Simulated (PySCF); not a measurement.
# Polarisability and C₆ of Ta (tantalum, neutral)

[Xe] 4f14 5d3 6s2, high-spin 4F determinant. Computed with PySCF 2.14 in aug-cc-pVTZ-PP with ECP60MDF (6s6p5d3f2g, 88 functions), with a scalar-relativistic core potential. Coupled (time-dependent) response in atomic units; α is the mean over directions.

```csv
method,mean α (bohr³),C₆ (like pair),S(−4)
UHF,109.4,1453,8286
PBE,84.32,1086,2784
PBE0,87.10,1132,2991
```

S(−4) is the Cauchy moment in α(ω) = α(0) + S(−4) ω² + …

Reference α: 74 ± 20 bohr³ (recommended; Schwerdtfeger and Nagle, table of static dipole polarizabilities (2023 update)). Published C₆: 887.0 (Gould and Bucko (2016)).

Spin-orbit coupling is absent.

Hartree-Fock lies above the reference because it lacks correlation, which contracts the outer shell.

α(iu) at PBE0:

```csv
u (hartree),α(iu) (bohr³)
0,87.10
0.0500,80.39
0.100,66.29
0.200,41.59
0.300,27.58
0.500,15.03
0.750,8.965
1.00,6.141
1.50,3.519
2.00,2.309
3.00,1.212
5.00,0.4958
```

Energies and moments cover only the electrons outside the core potential. Spin-orbit coupling, absent here, splits the open shell strongly.
